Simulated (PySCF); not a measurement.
SMILES N[SiH2][SiH2]c1ccccc1 (C6H11NSi2), GFN2-xTB optimised geometry.

```
20

N     -1.82    -0.90    -3.15
Si    -2.47    -2.19    -2.20
Si    -1.58    -1.94    -0.09
C     -0.58    -0.34     0.00
C     -1.23     0.90    -0.01
C     -0.52     2.08    -0.01
C      0.86     2.06     0.00
C      1.53     0.85     0.00
C      0.81    -0.34     0.00
H     -1.74     0.02    -2.75
H     -2.06    -0.83    -4.13
H     -2.06    -3.40    -2.93
H     -3.95    -2.22    -2.18
H     -0.68    -3.03     0.33
H     -2.61    -1.85     0.96
H     -2.31     0.92    -0.01
H     -1.05     3.03    -0.01
H      1.42     2.99     0.00
H      2.61     0.82     0.00
H      1.34    -1.28     0.00
```

Density from PBE/def2-SVP run with PySCF at that geometry.

Minimum of the electron density along straight lines between bonded atoms, close to the bond critical point (lines longer than 1.1 times the sum of covalent radii, or with two minima, are not listed):

```json
[
 {"bond": "N1–Si2", "length / Å": "1.725", "ρ at the minimum / e bohr⁻³": "0.122", "∇²ρ there / e bohr⁻⁵": "0.73", "position (fraction from the first atom)": "0.60"},
 {"bond": "Si3–C4", "length / Å": "1.891", "ρ at the minimum / e bohr⁻³": "0.111", "∇²ρ there / e bohr⁻⁵": "0.32", "position (fraction from the first atom)": "0.38"},
 {"bond": "C4–C5", "length / Å": "1.392", "ρ at the minimum / e bohr⁻³": "0.303", "∇²ρ there / e bohr⁻⁵": "-0.73", "position (fraction from the first atom)": "0.50"},
 {"bond": "C5–C6", "length / Å": "1.383", "ρ at the minimum / e bohr⁻³": "0.310", "∇²ρ there / e bohr⁻⁵": "-0.77", "position (fraction from the first atom)": "0.50"},
 {"bond": "C6–C7", "length / Å": "1.385", "ρ at the minimum / e bohr⁻³": "0.309", "∇²ρ there / e bohr⁻⁵": "-0.77", "position (fraction from the first atom)": "0.50"},
 {"bond": "C7–C8", "length / Å": "1.384", "ρ at the minimum / e bohr⁻³": "0.309", "∇²ρ there / e bohr⁻⁵": "-0.77", "position (fraction from the first atom)": "0.50"},
 {"bond": "C4–C9", "length / Å": "1.391", "ρ at the minimum / e bohr⁻³": "0.304", "∇²ρ there / e bohr⁻⁵": "-0.73", "position (fraction from the first atom)": "0.50"},
 {"bond": "C8–C9", "length / Å": "1.383", "ρ at the minimum / e bohr⁻³": "0.310", "∇²ρ there / e bohr⁻⁵": "-0.77", "position (fraction from the first atom)": "0.50"},
 {"bond": "N1–H10", "length / Å": "1.007", "ρ at the minimum / e bohr⁻³": "0.330", "∇²ρ there / e bohr⁻⁵": "-1.50", "position (fraction from the first atom)": "0.76"},
 {"bond": "N1–H11", "length / Å": "1.007", "ρ at the minimum / e bohr⁻³": "0.330", "∇²ρ there / e bohr⁻⁵": "-1.50", "position (fraction from the first atom)": "0.76"},
 {"bond": "Si2–H12", "length / Å": "1.467", "ρ at the minimum / e bohr⁻³": "0.115", "∇²ρ there / e bohr⁻⁵": "0.32", "position (fraction from the first atom)": "0.49"},
 {"bond": "Si2–H13", "length / Å": "1.479", "ρ at the minimum / e bohr⁻³": "0.114", "∇²ρ there / e bohr⁻⁵": "0.29", "position (fraction from the first atom)": "0.49"},
 {"bond": "Si3–H14", "length / Å": "1.470", "ρ at the minimum / e bohr⁻³": "0.114", "∇²ρ there / e bohr⁻⁵": "0.32", "position (fraction from the first atom)": "0.49"},
 {"bond": "Si3–H15", "length / Å": "1.473", "ρ at the minimum / e bohr⁻³": "0.114", "∇²ρ there / e bohr⁻⁵": "0.31", "position (fraction from the first atom)": "0.49"},
 {"bond": "C5–H16", "length / Å": "1.082", "ρ at the minimum / e bohr⁻³": "0.280", "∇²ρ there / e bohr⁻⁵": "-1.04", "position (fraction from the first atom)": "0.63"},
 {"bond": "C6–H17", "length / Å": "1.081", "ρ at the minimum / e bohr⁻³": "0.280", "∇²ρ there / e bohr⁻⁵": "-1.05", "position (fraction from the first atom)": "0.63"},
 {"bond": "C7–H18", "length / Å": "1.081", "ρ at the minimum / e bohr⁻³": "0.281", "∇²ρ there / e bohr⁻⁵": "-1.05", "position (fraction from the first atom)": "0.63"},
 {"bond": "C8–H19", "length / Å": "1.081", "ρ at the minimum / e bohr⁻³": "0.281", "∇²ρ there / e bohr⁻⁵": "-1.05", "position (fraction from the first atom)": "0.63"},
 {"bond": "C9–H20", "length / Å": "1.081", "ρ at the minimum / e bohr⁻³": "0.282", "∇²ρ there / e bohr⁻⁵": "-1.05", "position (fraction from the first atom)": "0.63"}
]
```
